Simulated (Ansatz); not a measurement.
Start from `CC[AsH][SiH3]` and change one element to get `CCN[SiH3]`.

Ansatz, PBE0-D4/def2-TZVP geometries, multiplicity 1. Each molecule was computed in one conformer, which needn't be the lowest.

Scalar relativity is left out up to krypton.

```json
{"property": "size of the dipole moment (ωB97M-V/def2-TZVPP) / D", "`CC[AsH][SiH3]`": "1.07"}
{"property": "LUMO energy (B3LYP/def2-TZVPP) / eV", "`CC[AsH][SiH3]`": "-0.13"}
{"property": "HOMO–LUMO gap (B3LYP/def2-TZVPP) / eV", "`CC[AsH][SiH3]`": "6.67"}
{"property": "HOMO energy (ωB97M-V/def2-TZVPP) / eV", "`CC[AsH][SiH3]`": "-9.08"}
{"property": "ideal-gas entropy at 298 K and 1 bar (rigid rotor, harmonic PBE0-D4/def2-TZVP) / J/(mol·K)", "`CC[AsH][SiH3]`": "365"}
{"property": "HOMO–LUMO gap (PBE0/def2-TZVPP) / eV", "`CC[AsH][SiH3]`": "7.08"}
```

**Question.** Give the same properties after the change, and the shifts. (Best estimate.)

**Answer.** Computed: 
| property | `CCN[SiH3]` | shift |
| --- | --- | --- |
| size of the dipole moment (ωB97M-V/def2-TZVPP) / D | 1.29 | 0.22 |
| LUMO energy (B3LYP/def2-TZVPP) / eV | 0.27 | 0.40 |
| HOMO–LUMO gap (B3LYP/def2-TZVPP) / eV | 6.83 | 0.16 |
| HOMO energy (ωB97M-V/def2-TZVPP) / eV | -9.11 | -0.03 |
| ideal-gas entropy at 298 K and 1 bar (rigid rotor, harmonic PBE0-D4/def2-TZVP) / J/(mol·K) | 332 | -33 |
| HOMO–LUMO gap (PBE0/def2-TZVPP) / eV | 7.30 | 0.22 |

With PBE0 the HOMO rises by 0.23 eV and the LUMO rises by 0.43 eV, so the gap widens by about 0.20 eV. PBE moves the HOMO by 0.53 eV and ωB97M-V by -0.03 eV. Dipoles are sizes alone; their direction can turn. Modes under 60 cm⁻¹, often nearly free rotors, make the harmonic entropy too high.

B3LYP here is the variant with VWN-RPA as its local correlation; programs differ in this.
